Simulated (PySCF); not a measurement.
# `FCc1c(F)ccc2c1CC2`: 4 charge schemes on one density

Species: C9H8F2.
Z-matrix (Å and degrees, GFN2-xTB geometry), rows numbered from 1:
```
F 
C   1  1.3701
C   2  1.4997  1  111.28
C   3  1.4008  2  120.75  1  -179.88
F   4  1.3565  3  117.62  2     0.04
C   4  1.3814  3  124.25  2  -179.99
C   6  1.3960  4  120.79  3    -0.06
C   7  1.3714  6  115.70  4     0.02
C   3  1.3752  2  125.63  1     0.12
C   9  1.5037  3  143.85  2    -0.04
C   8  1.5071  7  144.47  6   179.96
H   2  1.0969  1  107.18  3  -121.47
H   2  1.0970  1  107.16  3   121.52
H   6  1.0787  4  118.38  3   179.92
H   7  1.0787  6  120.71  4  -179.97
H  10  1.0878  9  114.62  3   -63.54
H  10  1.0877  9  114.64  3    63.69
H  11  1.0884  8  114.73  7   -63.85
H  11  1.0884  8  114.79  7    63.99
```

Density: PBE0/pcSseg-1 (PySCF); schemes: Mulliken, IAO, Hirshfeld and ESP-fitted. Isolated species at its GFN2-xTB geometry (one conformer only).

Problem. For which atoms does the sign change between the 4 schemes (beyond +0.03 e in one, beyond −0.03 e in another)?

Solution. C8 and C9.

Problem. Which atoms carry the highest charge in the Mulliken, IAO, Hirshfeld and ESP-fitted schemes?

Solution. The schemes don't all agree: Mulliken C4 (+0.369); IAO C4 (+0.278); Hirshfeld C4 (+0.081); ESP-fitted H15 (+0.206).

Problem. Do the Mulliken, IAO, Hirshfeld and ESP-fitted schemes agree on where the charge is lowest?

Solution. The schemes don't all agree: Mulliken C3 (-0.445); IAO F1 (-0.323); Hirshfeld F1 (-0.108); ESP-fitted C7 (-0.324).

Problem. What partial charge does each atom carry?

Solution. In e:

| atom | environment | Mulliken | IAO | Hirshfeld | ESP-fitted |
| --- | --- | --- | --- | --- | --- |
| F1 | alkyl fluorine | -0.332 | -0.323 | -0.108 | -0.233 |
| C2 | sp3 C–F carbon | +0.342 | +0.042 | +0.025 | +0.062 |
| C3 | substituted aromatic carbon | -0.445 | -0.064 | -0.028 | -0.065 |
| C4 | aromatic C–F carbon | +0.369 | +0.278 | +0.081 | +0.198 |
| F5 | aryl fluorine | -0.293 | -0.281 | -0.086 | -0.189 |
| C6 | aromatic CH carbon | -0.154 | -0.195 | -0.072 | -0.258 |
| C7 | aromatic CH carbon | -0.054 | -0.159 | -0.050 | -0.324 |
| C8 | substituted aromatic carbon | -0.176 | -0.007 | -0.008 | +0.131 |
| C9 | substituted aromatic carbon | -0.100 | +0.003 | -0.006 | +0.057 |
| C10 | benzylic-type carbon | -0.061 | -0.262 | -0.067 | -0.167 |
| C11 | benzylic-type carbon | -0.082 | -0.271 | -0.067 | -0.254 |
| H12 | methylene hydrogen | +0.125 | +0.155 | +0.049 | +0.102 |
| H13 | methylene hydrogen | +0.125 | +0.155 | +0.049 | +0.103 |
| H14 | aromatic hydrogen | +0.107 | +0.169 | +0.053 | +0.201 |
| H15 | aromatic hydrogen | +0.074 | +0.159 | +0.055 | +0.206 |
| H16 | methylene hydrogen | +0.140 | +0.153 | +0.046 | +0.106 |
| H17 | methylene hydrogen | +0.139 | +0.153 | +0.046 | +0.104 |
| H18 | methylene hydrogen | +0.137 | +0.147 | +0.044 | +0.110 |
| H19 | methylene hydrogen | +0.137 | +0.147 | +0.044 | +0.110 |

Mean size of the charges over all atoms: Mulliken 0.179 e, IAO 0.164 e, ESP-fitted 0.157 e, Hirshfeld 0.052 e. Each set sums to the total charge, 0, to within 0.001 e. The Hirshfeld scheme weights the molecular density at each point by an atom's share of the summed free-atom densities.

Problem. How many electrons does the Mulliken scheme count on C4?

Solution. Z − q = 6 − (+0.369) = 5.631.

Problem. Sum the charges by element.

Solution. 
```tsv
element	atoms	Mulliken	IAO	Hirshfeld	ESP-fitted
F	2	-0.625	-0.604	-0.194	-0.422
C	9	-0.360	-0.635	-0.193	-0.620
H	8	+0.985	+1.238	+0.386	+1.042
```
